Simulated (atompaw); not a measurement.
# Building the PAW (atompaw) potential for O (Z = 8) (PBEsol, scalar-relativistic).

Input for atompaw 4.2.0.5:

```
O 8
GGA-PBESOL scalarrelativistic loggrid 1500 logderivrange -4 5 226
2 2 0 0 0 0
2 1 4
0 0 0
c
v
v
2
1.30 1.05 1.25 1.10
y
-1.35
n
y
0.85
n
y
-0.1
n
custom rrkj vanderbiltortho sinc
3 0 troulliermartins
1.30
0.75
1.30
1.30
1.30
PWSCFOUT
UPFDX 0.0125d0 UPFXMIN -7.d0 UPFZMESH 8.d0
END
```

Command:

```bash
atompaw < O.input > O.log
```

Output (summary file):

```
Completed calculations for O (AE)

 Exchange-correlation type: GGA, Perdew-Burke-Ernzerhof modified (PBEsol)

 Radial integration grid is logarithmic
 r0 =   9.4606701E-04 h =   7.5685361E-03   n =      1500 rmax =   8.0000000E+01

 Scalar relativistic calculation

 AEatom converged in  27 iterations
   nz     =   8.00
   delta  =       8.222372376415E-17

 All Electron Orbital energies:
  n  l      occupancy      energy
  1  0      2.0000000E+00 -3.7688118E+01
  2  0      2.0000000E+00 -1.7498997E+00
  2  1      4.0000000E+00 -6.5959283E-01

 Total energy
   Total                    :     -149.49770934213134

 ---
 Completed calculations for O (SC)

 Exchange-correlation type: GGA, Perdew-Burke-Ernzerhof modified (PBEsol)

 Radial integration grid is logarithmic
 r0 =   9.4606701E-04 h =   7.5685361E-03   n =      1500 rmax =   8.0000000E+01

 Scalar relativistic calculation

 SCatom converged in   1 iterations
   nz     =   8.00
   delta  =       2.052039689916E-17

 Valence Electron Orbital energies:
  n  l      occupancy      energy
   2  0      2.0000000E+00 -1.7498997E+00
   2  1      4.0000000E+00 -6.5959283E-01

 Total energy
   Total                    :     -149.49770934340512
   Valence                  :      -40.63524457508488

 PAW parameters:
       lmax =            2
         rc =    1.3021653752953737
        irc =          956
   rc_shape =    1.0533104667412487
    rc_vloc =    1.2537735582579268
    rc_core =    1.1022892141817053
   Vloc: Norm-conserving Troullier-Martins with l= 3;e=   0.0000E+00
   Projector type: RRKJ pseudization + Vanderbilt ortho.
   Sinc^2 compensation charge shape zeroed at   1.0533E+00

 Number of basis functions     5
 No.   n  nodes  l      Energy         Cp coeff         Occ
  1    2    1    0   -0.1749900E+01 -0.6722455E+01  0.2000000E+01
  2  999    2    0   -0.1350000E+01 -0.4732480E+01  0.0000000E+00
  3    2    0    1   -0.6595928E+00 -0.1988181E+03  0.4000000E+01
  4  999    1    1    0.8500000E+00 -0.1515409E+02  0.0000000E+00
  5  999    0    2   -0.1000000E+00 -0.9696408E+02  0.0000000E+00

 Eigenvalues of overlap operator (in the basis of projectors):
    1        3.82284759E-03
    2        2.89532259E-01
    3        1.11245577E+02
    4        2.76073906E+02
    5        1.89371308E+03

 Orbital leakage outside PAW augmentation regions
   orb  is_core?  %out_of_sphere
   1 0    T           0.00
   2 0    F          31.60
   2 1    F          38.74

 Summary of PAW energies
   Total valence energy     :    -40.63434238618058
   Smooth energy            :     26.40275186734048
   One center               :    -67.03709425352106
   Smooth kinetic           :     16.43142451960881
   Vloc energy              :      0.13815598151303
   Smooth exch-corr         :     -5.98623212385846
   One-center xc            :    -10.03105027057424
```

The run took about 1.8 s on one core of a shared server CPU.
